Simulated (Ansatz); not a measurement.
The molecule ZnTe, multiplicity 3 (an upper state: multiplicity 1 came lower at CCSD(T)/def2-TZVPP on PBE0 minima). No spin–orbit coupling. Zn is treated without relativity.

Seven points along R, fitted to fifth degree in 1/R; most abundant isotopes. Runs in def2 and cc sets follow the lowest solution found near the PBE0 minimum.

Correlated levels freeze the inner cores; with def2 sets outer-core shells near the valence are correlated too.

Codes used: Ansatz (a program for electronic structure) with Gaussian orbitals.  In def2 rows elements past Kr take small-core potentials, without spin–orbit coupling.

**Question.** What bond length and harmonic frequency does PBE/def2-TZVPP give?

**Answer.** r_e = 2.629 Å, ω_e = 169 cm⁻¹.

**Question.** What bond length and harmonic frequency does wB97X-V/def2-TZVPP give?

**Answer.** r_e = 2.580 Å, ω_e = 191 cm⁻¹.

**Question.** What bond length and harmonic frequency does CCSD(T)/def2-TZVPP give?

**Answer.** r_e = 2.614 Å, ω_e = 177 cm⁻¹.
